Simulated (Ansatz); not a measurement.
# Reading a saddle point

A first-order saddle point of SiH₃SF₃, closed shell, PBE0-D4/def2-TZVP, with one imaginary mode of 823i cm⁻¹:

```json
{"atom": "Si1", "x (Å)": "-0.4741", "y (Å)": "0.1138", "z (Å)": "-0.5577"}
{"atom": "F2", "x (Å)": "1.2552", "y (Å)": "-0.6003", "z (Å)": "-0.7476"}
{"atom": "F3", "x (Å)": "-1.0575", "y (Å)": "-1.1678", "z (Å)": "-1.2834"}
{"atom": "F4", "x (Å)": "-1.8413", "y (Å)": "0.7735", "z (Å)": "-0.0132"}
{"atom": "H5", "x (Å)": "0.0251", "y (Å)": "1.2641", "z (Å)": "-1.3196"}
{"atom": "H6", "x (Å)": "1.2329", "y (Å)": "-0.7341", "z (Å)": "0.4933"}
{"atom": "S7", "x (Å)": "0.1997", "y (Å)": "-0.4451", "z (Å)": "1.5934"}
{"atom": "H8", "x (Å)": "0.6602", "y (Å)": "0.7960", "z (Å)": "1.8348"}
```

Program: Ansatz 0.2.0. Basis: def2-TZVPP and def2-QZVPP. Cores are frozen in the correlated methods. Extrapolation: Hartree–Fock as exp(−7.88 √X), correlation as X^−2.97.

Question: Which contacts change along the imaginary mode, and what lies on either side? (Judge from chemistry; the calculation decides.)

Answer: Computed: The step is SiHF₃ ([F][SiH]([F])[F]) + H₂S → SiH₂SF₂ ([F][SiH]([F])[SH]) + HF, with the molecules in contact on both sides. Shortening one way: Si1–S7, F2–H6; lengthening the same way: Si1–F2, H6–S7.
```tsv
pair	one side (Å)	saddle (Å)	other side (Å)
Si1–S7	3.78	2.32	2.13
F2–H6	3.02	1.25	0.93
Si1–F2	1.57	1.88	3.59
H6–S7	1.34	1.54	2.26
```

Question: Which side is lower, and how far does the saddle lie above each? (To be estimated.)

Answer: The calculation gives: The side with Si1–F2, H6–S7 short is lower by 0.911 eV; the saddle lies 1.987 eV above it and 1.076 eV above the other (CCSD(T) at an estimated basis limit (MP2 extrapolated from triple and quadruple zeta, plus CCSD(T) − MP2 in triple zeta); electronic energies).

T1 diagnostic: at most 0.013.

Labels in which every atom is bracketed show which atoms are joined, not bond orders.

For scale, one of the runs: CCSD(T)/def2-TZVPP, 219 basis functions, launched by `ansatz run in.yaml --threads 4 --pin off --events-out ev --progress --plain --max-ram 9574MiB`. Time: 87 s of wall clock on 4 CPU threads of an Arm Neoverse V2; the host was shared. Peak host memory: 3.4 GiB.
